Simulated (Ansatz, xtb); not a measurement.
**Two structures of F2GaH3NSe+**

We compare a, a singlet given by its coordinates, with b, a singlet given by its coordinates. Both are isolated ions in the gas phase, relaxed with r2SCAN-D4/def2-SVP.

a (Å):

```xyz
8

F    -1.2254   -1.5882    0.7526
F     0.7870    0.6315    1.8126
Ga   -0.2740   -0.1464    0.7193
N    -1.7278   -0.6520   -2.1768
Se   -0.7317    0.7324   -1.5322
H    -1.7785   -1.4422   -1.5253
H    -2.6669   -0.3056   -2.3927
H     0.5840    0.2892   -2.0642
```

Close contacts (Å): F1–Ga3 1.73, F2–Ga3 1.71, Ga3–Se5 2.46, N4–Se5 1.82, N4–H6 1.03, N4–H7 1.02, Se5–H8 1.49.

b (Å):

```tsv
atom	x (Å)	y (Å)	z (Å)
F	2.5684	-0.9586	4.1389
F	-0.4562	-1.7096	0.7890
Ga	1.4199	-1.2806	2.9007
N	1.5082	0.2534	1.6067
Se	-0.1508	-2.7883	2.1891
H	0.8327	0.0996	0.8444
H	1.2855	1.1554	2.0482
H	2.4403	0.3606	1.1849
```

Close contacts (Å): F1–Ga3 1.72, F2–Se5 1.79, Ga3–N4 2.01, Ga3–Se5 2.29, N4–H6 1.03, N4–H7 1.03, N4–H8 1.03.

**Question.** Estimate E(b) − E(a) at the level CCSD(T)/def2-SVP + ΔMP2/def2-TZVPP.

**Answer.** Calculated at CCSD(T)/def2-SVP + ΔMP2/def2-TZVPP: E(b) − E(a) = −17.4 kcal/mol, so structure b lies lower.

How the difference moves with the method:

```tsv
level	geometry	E(b) − E(a) (kcal/mol)	departure from the last row (kcal/mol)	job, with rough time for the two
r2SCAN-D4/def2-SVP	r2SCAN-D4/def2-SVP	−19.9	−2.5	optimisation, 2.9 min
HF/def2-SVP	r2SCAN-D4/def2-SVP	−21.9	−4.5	part of the CCSD(T) run
MP2/def2-SVP	r2SCAN-D4/def2-SVP	−18.9	−1.5	part of the CCSD(T) run
CCSD(T)/def2-SVP	r2SCAN-D4/def2-SVP	−20.2	−2.9	single point
CCSD(T)/def2-SVP + ΔMP2/def2-TZVPP	r2SCAN-D4/def2-SVP	−17.4		single point, 78 s
```

None of the levels shown reverses the order. The largest departure from CCSD(T)/def2-SVP + ΔMP2/def2-TZVPP is that of HF/def2-SVP, 4.5 kcal/mol. Levels run at GFN2-xTB geometries aren't shown. The last row adds to CCSD(T) the change of the MP2 difference between the two basis sets, here +2.9 kcal/mol.

With harmonic frequencies from r2SCAN-D4/def2-SVP (ideal gas, rigid rotor, one conformer each, 600 K, 1 atm): on the last row, ΔE + ΔZPE = −14.8 kcal/mol. A mode under 50 cm⁻¹ makes harmonic enthalpies and free energies unreliable, so none is given.

The correlated steps freeze 21 core orbitals; the filled d shell of Ga and Se is correlated, in a basis made for valence electrons. Programs: Ansatz 0.2.0; the last row on 2 threads of Arm Neoverse V1 on a shared host.
